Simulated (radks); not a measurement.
Fractional charge and spin in the 6s shell of erbium: the spin-up occupation runs from 0 to 1 and the spin-down occupation from 0 to 1; the fullest corner is Er, [Xe] 4f(up 6, down 6) 6s(up 1, down 1). Calculated with a radial shooting solver on a logarithmic mesh with Libxc functionals: scalar-relativistic Kohn-Sham, BLYP, spin-polarised, spherical densities, finite nucleus; Fermi nuclear charge, rms radius of each element as measured or else 0.836 A^(1/3) + 0.57 fm. Energy (eV) minus the two flat planes that join the four corners (they meet along the diagonal where the two added fractions sum to one electron); zero is where a piecewise linear energy would lie.

down \ up,0,0.25,0.5,0.75,1
0,0.000,-0.546,-0.724,-0.540,0.000
0.25,-0.546,-0.693,-0.475,0.097,-0.486
0.5,-0.724,-0.475,0.130,-0.423,-0.640
0.75,-0.540,0.097,-0.423,-0.611,-0.475
1,0.000,-0.486,-0.640,-0.475,0.000

Corners above the fullest one (they belong to Er+ and the next ion): (up 1, down 0) 6.217 eV, (up 0, down 1) 6.217 eV, (up 0, down 0) 18.444 eV. With half an added electron in each spin the energy lies 0.130 eV from the planes, and with half an added electron in spin up alone -0.724 eV. The planes are only a guide here: the flat-plane condition holds for ground states with one frontier orbital, while this shell lies below other occupied shells, so the corners above the fullest one are inner-hole states and not the ground states of those ions.
